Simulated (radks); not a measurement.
Results of a calculation; reference values are marked as such.
Problem. Ionisation of Cd46+, [He], to Cd47+, 1s1, under several functionals. Non-relativistic Kohn-Sham, spin-unpolarised, spherical densities, point nucleus; a radial shooting solver on a logarithmic mesh with Libxc functionals. Known Delta-SCF values: exchange-only r2SCAN 30620 eV. What does BLYP give, and what is its highest occupied eigenvalue?

Solution. 30599 eV by Delta-SCF; the 1s eigenvalue is -30236 eV. NIST: 31451.1 eV (theoretical).

Beside tabulated values, note that relativity, absent from the non-relativistic runs, is large for the heavy elements, and spin-unpolarised runs miss the spin-polarisation part of the exchange energy of open shells.
